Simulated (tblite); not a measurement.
Compound: C3H13ClSi4.
Numbering: `[CH3:1][C@@H:2]1[SiH2:3][SiH2:4][Si@@H:5]([CH2:6][Cl:7])[SiH2:8]1` (hydrogens: H9, H10, H11 on C1; H12 on C2; H13, H14 on Si3; H15, H16 on Si4; H17 on Si5; H18, H19 on C6; H20, H21 on Si8)

Geometry (GFN2-xTB, Å), atoms numbered from 1 in this order:
```
atom  x, y, z in Å
C1    -2.4865   -1.0717    1.0452
C2    -1.2535   -0.2948    0.5940
Si3   -1.5872    0.6728   -1.0330
Si4    0.5023    1.3213   -1.8289
Si5    1.8762   -0.1621   -0.6401
C6     2.9600    0.8250    0.6075
Cl7    1.8723    1.7769    1.6557
Si8    0.3094   -1.4124    0.5523
H9    -3.3522   -0.4167    1.1375
H10   -2.3199   -1.5470    2.0113
H11   -2.7313   -1.8499    0.3250
H12   -1.0541    0.4668    1.3575
H13   -2.5639    1.7316   -0.7368
H14   -2.2784   -0.2427   -1.9557
H15    0.8239    2.7395   -1.6236
H16    0.6076    1.1550   -3.2860
H17    2.8986   -0.9411   -1.3672
H18    3.5482    0.1909    1.2666
H19    3.6301    1.5362    0.1306
H20    0.6325   -1.8020    1.9322
H21   -0.0430   -2.6587   -0.1446
```

Computed with GFN2-xTB (tblite): harmonic, unscaled wavenumbers at the GFN2-xTB geometry, gas phase. This tight-binding method is rough: wavenumbers can miss measured ones by several per cent, in bad cases by 10 to 20. Modes of hydrogen on silicon can be 10 to 20 % off. One conformer, not necessarily the lowest.

Harmonic wavenumbers (cm⁻¹): 32.7, 43.0, 66.1, 84.7, 134.1, 175.7, 208.6, 223.4, 232.4, 245.9, 286.6, 329.6, 381.1, 398.7, 410.0, 431.3, 448.6, 477.4, 496.9, 516.8, 540.0, 569.7, 586.2, 639.3, 646.5, 690.9, 703.5, 715.0, 745.3, 767.5, 799.9, 805.2, 834.7, 988.6, 1050.2, 1082.7, 1092.3, 1143.6, 1184.2, 1272.1, 1423.2, 1442.8, 1513.2, 1516.2, 2107.7, 2158.4, 2169.8, 2178.9, 2185.2, 2190.6, 2191.9, 2898.9, 2988.2, 2992.1, 2994.5, 3004.3, 3023.6.

A = 1032, B = 646.3, C = 555.0 MHz; mass 195.978 u (most abundant isotopes); point group C1, symmetry number 1.

Task: Zero-point energy?

Result: ½Σν̃ = 30730 cm⁻¹ = 367.61 kJ/mol.

Task: Entropy at 400 K, 1 bar (ideal gas, RRHO, classical rotation)?

Result: Translation 180.79, rotation 133.96, vibration 255.44: S = 570.2 J/(mol K).

Task: And Cp and H(400 K) − H(0)?

Result: Cp = 272.80 J/(mol K), of which vibrations give 239.55 (their classical limit is 57 R = 473.9); H(400 K) − H(0) = 65.38 kJ/mol without the zero-point energy, 52.08 from vibrations.

Task: What must be added to the electronic energy to get the Gibbs energy at 400 K and 1 bar?

Result: ZPE + [H(400 K) − H(0)] − T·S = 367.61 + 65.38 − 228.08 = 204.91 kJ/mol.

Task: Which modes carry the vibrational entropy at 400 K?

Result: 32.7 cm⁻¹: 26.11; 43.0 cm⁻¹: 23.84; 66.1 cm⁻¹: 20.28; 84.7 cm⁻¹: 18.23; 134.1 cm⁻¹: 14.46; 175.7 cm⁻¹: 12.27 J/(mol K); the other 51 give 140.26 together.

Task: How do the functions run with temperature in this model?

Result: 
```tsv
T (K)	S (J/(mol K))	Cp (J/(mol K))	H − H(0) (kJ/mol)	G − H(0) (kJ/mol)	ln q(vib)
50	270.2	66.2	2.43	-11.08	1.12
100	326.3	100.1	6.57	-26.06	3.03
298.15	496.7	227.7	39.78	-108.30	11.01
373.15	551.6	262.1	58.20	-147.64	14.01
500	634.9	307.0	94.44	-223.01	18.90
750	771.7	367.3	179.30	-399.47	27.69
1000	883.1	406.6	276.37	-606.76	35.46
```

q(vib) and H(0) count from the zero-point level.

Hindered rotation and anharmonicity are outside this model. Other conformers, if any are populated, would add a mixing term that is left out. The structure is chiral; the term R ln 2 for an equal mix with its mirror image is left out.

Hardware: Intel Xeon 6975P-C, one thread, no GPU (shared host). Cost: 1.5 s. This covers the Hessian and the dipole derivatives.
